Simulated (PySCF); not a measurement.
## Electron correlation in Xe²⁺ (xenon, charge +2)

[Kr] 4d10 5s1 5p5, high-spin 3P determinant (an excited configuration). All numbers are calculated (PySCF 2.14, scalar relativity through the core potential, in def2-TZVPPD with the def2 core potential (28 electrons)). Frozen: nothing; 24 electrons correlated.

MP2 pair energies summed by pair of shells (mhartree):

| pair | energy | share (%) |
| --- | --- | --- |
| 4d-4d | -248.97 | 41.8 |
| 4d-5p | -116.28 | 19.5 |
| 5p-5p | -115.32 | 19.3 |
| 4p-4d | -35.55 | 6.0 |
| 4p-4p | -21.85 | 3.7 |
| 4d-5s | -13.90 | 2.3 |
| 5s-5p | -13.33 | 2.2 |
| 4s-4d | -12.42 | 2.1 |
| 4p-5p | -7.55 | 1.3 |
| 4s-4p | -5.11 | 0.9 |
| 4p-5s | -2.93 | 0.5 |
| 4s-4s | -1.91 | 0.3 |
| 4s-5p | -0.90 | 0.2 |
| 4s-5s | -0.26 | 0.0 |

Total MP2 correlation energy: -596.29 mhartree.

Same-spin part -205.24 and opposite-spin part -391.04 mhartree; SCS-MP2 scales them by 1/3 and 6/5 to -537.67 mhartree.

The basis has no tight functions for the innermost shells, so their pair energies are far from complete.

This basis was not built for core-valence correlation, so the inner-shell part is incomplete.
